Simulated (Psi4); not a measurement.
Interaction energy of CH4 ··· H4N+ (SMILES C and [NH4+]) (charge +1). Monomers: optimised at B3LYP-D3(BJ) (def2-TZVP), held rigid. Orientation: lowest of the rigid-body minima from ten starts at GFN2-xTB. R is the distance of the centres of mass, along which the second monomer moves.

- PBE/def2-TZVP, counterpoise-corrected (Psi4)
- PBE-D3(BJ)/def2-TZVP, counterpoise-corrected (Psi4)
- wB97X-D/def2-TZVP, counterpoise-corrected (Psi4)

Interaction energies in kJ/mol; the last columns give the difference from wB97X-D:

| R / Å | PBE/def2-TZVP | PBE-D3(BJ)/def2-TZVP | wB97X-D/def2-TZVP | PBE/def2-TZVP − wB97X-D/def2-TZVP | PBE-D3(BJ)/def2-TZVP − wB97X-D/def2-TZVP |
|---|---|---|---|---|---|
| 2.53 | 42.67 | 37.10 | 48.48 | -5.80 | -11.38 |
| 2.73 | 1.86 | -3.22 | 5.37 | -3.52 | -8.60 |
| 2.98 | -16.54 | -20.94 | -14.97 | -1.57 | -5.97 |
| 3.14 | -19.46 | -23.42 | -18.65 | -0.81 | -4.77 |
| 3.31 | -19.22 | -22.71 | -18.91 | -0.31 | -3.80 |
| 3.50 | -17.19 | -20.19 | -17.18 | -0.01 | -3.01 |
| 3.87 | -12.26 | -14.42 | -12.40 | 0.14 | -2.02 |
| 4.14 | -9.26 | -10.91 | -9.44 | 0.17 | -1.48 |
| 4.64 | -5.51 | -6.45 | -5.73 | 0.23 | -0.72 |
| 5.34 | -2.83 | -3.25 | -3.01 | 0.18 | -0.24 |
| 6.33 | -1.32 | -1.46 | -1.41 | 0.09 | -0.05 |
| 7.66 | -0.60 | -0.64 | -0.63 | 0.03 | -0.01 |

PBE/def2-TZVP is furthest from wB97X-D/def2-TZVP at 2.53 (-5.80 kJ/mol, below); its mean absolute difference over the points is 1.07 kJ/mol.

PBE-D3(BJ)/def2-TZVP is furthest from wB97X-D/def2-TZVP at 2.53 (-11.38 kJ/mol, below); its mean absolute difference over the points is 3.50 kJ/mol.
